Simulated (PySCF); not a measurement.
## Worked example: oscillator strength and radiative lifetime

C3H7FSi, SMILES C1[SiH2]CC1F.

Geometry: ωB97X-D3(BJ)/def2-SVP. The structure was generated by enumeration, and PubChem lists no compound with its InChIKey, so it may never have been made.

TDDFT-PBE/def2-SVPD in PySCF puts the first singlet state with f over 0.02 at 7.04 eV (vertical), with the transition dipole (-0.551, 0.031, 0.000) in atomic units.

Problem. Find the oscillator strength, the wavelength and the radiative lifetime that this transition would have in vacuum if emission retraced absorption.

Solution. 
|μ|² = 0.3046 au, so |μ| = 1.40 D. ΔE = 7.04/27.211 = 0.2587 hartree. f = (2/3) ΔE |μ|² = 0.053 (the program prints 0.053).
λ = 1239.84/7.04 = 176 nm; ν = 56781 cm⁻¹.
Einstein's coefficient A = 0.6670 ν² f s⁻¹ (ν in cm⁻¹) = 1.1e8 s⁻¹, so τ = 1/A = 8.9 ns. This state is S2; the lower singlet has f = 0.007. The figure is the radiative limit of this one transition; relaxation, internal conversion, crossing to triplets and a medium change what is measured.
